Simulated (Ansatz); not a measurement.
Reaction (SMILES): [GeH2] (GeH2) (closed-shell singlet) → Ge atom + 2 H atom
B3LYP-D3(BJ)/def2-TZVP geometries, fixed; electronic energies without zero-point terms.
Largest species:
```xyz
3

Ge    -0.0030    -0.0010     0.0661
H      0.0397    -1.1207    -1.0751
H      0.0547     1.1536    -1.0391
```
Charge 0, spin multiplicity 1.

Energies in hartree at PBE with Ansatz (a first-principles code); the atomisation energy is their sum with the coefficients shown, times 627.509 kcal/mol a hartree. All functions are spherical. The program fits the integrals of some runs and decomposes those of others, by size. Open shells are unrestricted. No added dispersion term, no relativity.

```tsv
species	coefficient	part	cc-pVDZ	cc-pVTZ	cc-pVQZ
[GeH2] (GeH2) (closed-shell singlet)	-1	PBE	-2077.78907	-2077.86021	-2077.86393
Ge atom	+1	PBE	-2076.57337	-2076.64093	-2076.64389
H atom	+2	PBE	-0.49863	-0.49962	-0.49985
```

### Question
Predict the atomisation energy in cc-pV5Z (X = 5): let each PBE step shrink by the ratio of the last two. Compare with the run.

### Answer

- [GeH2] (GeH2) (closed-shell singlet): steps -0.07114 and -0.00372, ratio 0.052, so PBE -2077.86412 (run: -2077.86956).
- Ge atom: steps -0.06756 and -0.00296, ratio 0.044, so PBE -2076.64402 (run: -2076.64943).
- H atom: steps -0.00099 and -0.00023, ratio 0.232, so PBE -0.49990 (run: -0.49997).
Predicted 138.24 kcal/mol; the run in cc-pV5Z gives 138.17, a miss of 0.07. Keeping the value in cc-pVQZ, 138.27, would miss by 0.09. All sums are of the energies as printed.
